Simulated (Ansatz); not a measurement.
# A geometry optimisation of AlBFH5Si2 with PBE0-D3(BJ)/def2-SVP

The starting geometry of this gas-phase singlet was optimised with GFN2-xTB.

| atom | x (Å) | y (Å) | z (Å) |
| --- | --- | --- | --- |
| Al | -0.3269 | -0.4918 | 0.2079 |
| B | -1.1952 | 0.2315 | 1.9749 |
| F | -0.1050 | -1.8402 | -0.7592 |
| Si | -0.1451 | 1.8690 | 1.6931 |
| Si | 0.9013 | 1.5923 | -0.4272 |
| H | -2.3488 | 0.3982 | 1.6946 |
| H | -1.0715 | -0.3629 | 2.9966 |
| H | 0.0200 | 3.0078 | 2.6474 |
| H | 1.3039 | 2.9095 | -0.9914 |
| H | 2.2249 | 1.1808 | 0.1907 |

Where would you expect an optimisation with PBE0-D3(BJ)/def2-SVP to take it?

A new bond forms, giving a structure with H6 bridging B2 and Al1, given below by its coordinates. Contacts that close: Al1–H6 (2.66 → 1.83 Å).

The energy falls by 1.17 eV over 18 steps:

```tsv
step	E − E(last) (eV)
1	1.169
3	0.736
5	0.470
7	0.231
9	0.070
10	0.027
12	0.012
14	0.000
16	0.000
18	0.000
```

Final geometry (Å):

```xyz
10

Al   -0.0671   -0.3467    0.4119
B    -1.3837    0.5088    1.8962
F     0.0144   -1.9657    0.0299
Si    0.0654    1.7256    1.9053
Si    0.9513    1.7070   -0.2633
H    -1.8032    0.1307    0.7532
H    -2.0797    0.1031    2.7881
H     0.7223    2.1658    3.1712
H     0.3942    2.7684   -1.1524
H     2.4435    1.6972   -0.3128
```

Frequencies at the end are all real (lowest 122 cm⁻¹). Run with Ansatz 0.2.0, 25 s on 2 threads of Intel(R) Xeon(R) 6975P-C (Granite Rapids), on a shared host.
